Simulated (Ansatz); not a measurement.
Ansatz (a quantum-chemistry and plane-wave program) input (PBE/6-311+G**): The .json file is the Basis Set Exchange's 6-311+G**.

Ansatz 0.2 input:
```yaml
crystal:
  periodic: [false, false, false]
  atoms:
    - {symbol: Si, position_ang: [0.34014500, 0.35992600, 0.86450100]}
    - {symbol: F, position_ang: [1.00502100, 1.37272800, -0.30640800]}
    - {symbol: Cl, position_ang: [-0.81218900, -1.02314800, -0.54972600]}
basis:
  gaussian:
    orbitals: 6-311+G__.json
hamiltonian:
  xc: {name: PBE}
total_charge: -1
magnetization: {spin_polarized: true, initial_magnetization: 1}
output: {forces: true}
```

Output:

```
Functional definition: PBE
integrals: 0.02 GiB planned
691 factors; their error is unknown
mean field: 0.21 GiB planned
mean field evaluation 1: about -23107.5534 eV, gradient 2.5e1 eV
mean field evaluation 2: about -23102.2536 eV, gradient 5.1e1 eV
mean field evaluation 4: about -23109.8312 eV, gradient 1.4e0 eV
mean field evaluation 8: about -23109.8357 eV, gradient 4.1e-2 eV
mean field evaluation 16: about -23107.9635 eV, gradient 5.0e0 eV
mean field -23109.83566580 eV, -849.2707963088 hartree, gradient 4.7e-5 eV, S^2 0.753852; 0 other end points of the search recorded, 0 dependent functions left out
the calculation of the forces begins
reference -23109.83571179 eV, -849.2707979992 hartree; 21, 20 occupied and 63, 64 virtual orbitals, 691 factors
Total energy: -23109.83571179 eV, -849.2707979992 hartree
Atom 0 at     0.340145     0.359926     0.864501 Å, force    -0.304395    -0.466993     0.566681 eV/Å
Atom 1 at     1.005021     1.372728    -0.306408 Å, force     0.332605     0.502975    -0.551703 eV/Å
Atom 2 at    -0.812189    -1.023148    -0.549726 Å, force    -0.028210    -0.035983    -0.014978 eV/Å
Dipole moment:    -0.046248    -0.042510    -0.177003 e Å
```

The dipole moment of an ion depends on the origin.

The geometry given is a B3LYP-D3(BJ)/def2-TZVP minimum.
